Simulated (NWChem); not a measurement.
# SiH3OF; SMILES O[SiH2]F

```xyz
6

Si    -0.4328     0.0479    -0.0345
O      0.5924    -1.2340    -0.2067
F      0.3694     1.4458    -0.0795
H     -1.3520    -0.0169    -1.1876
H     -1.1376     0.0111     1.2724
H      1.1907    -1.4277     0.5282
```
Atoms are numbered in this order, from 1.

Results from NWChem. The geometry was optimised at B3LYP/6-31G* (spherical d). B3LYP is NWChem's, with the RPA form of VWN correlation. Level: B3LYP/def2-SVP with SMD (1 M gas to 1 M solution), gas-phase geometry. Reactions with the solvent are ignored.

```
solvent          dielectric constant  solvation free energy (kcal/mol)  cavity-dispersion-structure term (kcal/mol)  dipole in solution (D)
---------------  -------------------  --------------------------------  -------------------------------------------  ----------------------
water                           78.4                              -3.7                                          2.5                    1.98
dichloromethane                 8.93                              -3.9                                         -0.1                    1.89
chlorobenzene                   5.70                              -3.1                                         -0.3                    1.84
acetone                         20.5                              -4.0                                         -0.4                    1.89
benzene                         2.27                              -2.5                                         -0.6                    1.76
```
